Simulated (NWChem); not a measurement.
Species: TiN2H4O; SMILES [NH2][Ti]([NH2])=[O]

```xyz
8

Ti     0.0568    -0.0945     0.0000
O      1.6700    -0.1868     0.0000
N     -0.7645    -0.3949    -1.7030
H     -0.2669    -0.5846    -2.5806
H     -1.7715    -0.4912    -1.8863
N     -0.7645    -0.3949     1.7030
H     -1.7715    -0.4912     1.8863
H     -0.2669    -0.5846     2.5806
```
Atoms are numbered in this order, from 1.

Level: PBE-D3(BJ)/def2-SVP (NWChem), optimised geometry, unscaled harmonic frequencies. 

```
frequency (cm⁻¹)  IR intensity (km/mol)
----------------  ---------------------
58                                 21.9
160                                 3.2
226                                 0.1
414                                 1.0
432                                58.7
450                                 0.9
501                                19.9
524                                17.2
546                               321.0
637                                33.7
738                               170.7
1071                              197.6
1459                               34.4
1464                               13.4
3437                               44.7
3439                                6.3
3532                               10.1
3532                               11.7
```

The zero-point energy comes out as 32.3 kcal/mol and the thermal correction to the enthalpy at 298.15 K (with zero-point energy) comes out as 37.0 kcal/mol. The heat capacity Cv comes out as 21.6 cal/(mol K). The entropy at 298.15 K and 1 atm (symmetry number 1) is 79.1 cal/(mol K) and the dipole moment is 3.57 D.

Rigid rotor and harmonic oscillator; modes under 100 cm⁻¹ make the entropy uncertain.
